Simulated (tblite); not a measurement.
Species: C4H3ClO2S2.
Structure used (GFN2-xTB), in Å, numbered top down from 1:
```
atom  x, y, z in Å
O1     1.8119   -1.9725   -0.0169
S2     1.7584   -0.5753    0.2588
O3     2.4118   -0.0530    1.4130
Cl4    2.5716    0.3763   -1.3572
C5     0.1068    0.0166    0.1720
C6    -0.8947   -0.5957   -0.6065
C7    -2.0690    0.0803   -0.5186
S8    -1.9474    1.4593    0.5052
C9    -0.2994    1.1352    0.8248
H10   -0.7288   -1.4882   -1.1786
H11   -3.0038   -0.1436   -0.9919
H12    0.2838    1.7598    1.4698
```

Calculated harmonic vibrations of the isolated species, GFN2-xTB (tblite), most abundant isotopes, no scaling. This tight-binding method is rough: wavenumbers can miss measured ones by several per cent, in bad cases by 10 to 20. One conformer, not necessarily the lowest.

Harmonic wavenumbers (cm⁻¹): 29.5, 71.4, 108.4, 233.2, 260.0, 301.5, 328.1, 360.4, 413.6, 503.7, 516.7, 575.1, 616.7, 756.6, 768.3, 807.1, 837.5, 860.9, 888.1, 1056.2, 1071.7, 1130.6, 1154.7, 1295.2, 1354.2, 1454.5, 1523.9, 3158.3, 3174.0, 3182.0.

A = 2121, B = 648.1, C = 647.8 MHz; mass 181.926 u (most abundant isotopes); point group C1, symmetry number 1.

**Question.** Zero-point energy?

**Answer.** Half the sum of the wavenumbers: 14396 cm⁻¹ = 41.16 kcal/mol.

**Question.** Entropy at 350 K, 1 bar (ideal gas, RRHO, classical rotation)?

**Answer.** Translation 42.32, rotation 30.75, vibration 29.56: S = 102.6 cal/(mol K).

**Question.** And Cp and H(350 K) − H(0)?

**Answer.** Cp = 37.11 cal/(mol K), of which vibrations give 29.16 (their classical limit is 30 R = 59.6); H(350 K) − H(0) = 8.06 kcal/mol without the zero-point energy, 5.28 from vibrations.

**Question.** Blend soft modes into free rotors: weight 1/[1 + (100 cm⁻¹/ν̃)⁴] for the oscillator and the rest for a rotor with moment μB/(μ + B), μ = h/(8π²ν), B = 10⁻⁴⁴ kg m². What vibrational entropy results?

**Answer.** 26.50 cal/(mol K) in place of 29.56, which changes −T·S at 350 K by +1.07 kcal/mol.

**Question.** What must be added to the electronic energy to get the Gibbs energy at 350 K and 1 bar?

**Answer.** ZPE + [H(350 K) − H(0)] − T·S = 41.16 + 8.06 − 35.92 = 13.30 kcal/mol.

Hindered rotation and anharmonicity are outside this model. Other conformers, if any are populated, would add a mixing term that is left out. The structure is chiral; the term R ln 2 for an equal mix with its mirror image is left out.
